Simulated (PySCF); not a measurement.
Dipole response of Nb (niobium, neutral)

[Kr] 4d4 5s1, high-spin 6D determinant. Calculation: PySCF 2.14, in aug-cc-pVTZ-DK; the spin-free X2C one-electron Hamiltonian (Gaussian nucleus). Coupled (time-dependent) response in atomic units; α is the mean over directions.

```
method  mean α (bohr³)         α xx, yy, zz  C₆ (like pair)  S(−4)
  PBE0           96.41  94.84, 94.84, 99.56            1088   5611
```

S(−4) is the Cauchy moment in α(ω) = α(0) + S(−4) ω² + …

Reference α: 98 ± 8 bohr³ (recommended; Schwerdtfeger and Nagle, table of static dipole polarizabilities (2023 update)). Published C₆: 1140 (Gould and Bucko (2016)).

Spin-orbit coupling is absent.

α(iu) at PBE0:

```csv
u (hartree),α(iu) (bohr³)
0,96.41
0.0500,84.48
0.100,63.32
0.200,35.83
0.300,23.57
0.500,13.30
0.750,8.188
1.00,5.702
1.50,3.299
2.00,2.160
3.00,1.126
5.00,0.4615
```

A single London oscillator, α(iu) = α/(1 + u²/ω²), gives C₆ = (3/4) ω α². Matching the computed C₆ needs ω = 4 × 1088 / (3 × 96.41²) = 0.156 hartree.

The components differ because the open shell of this determinant is not spherical; for a pure term their mean is the scalar polarisability.
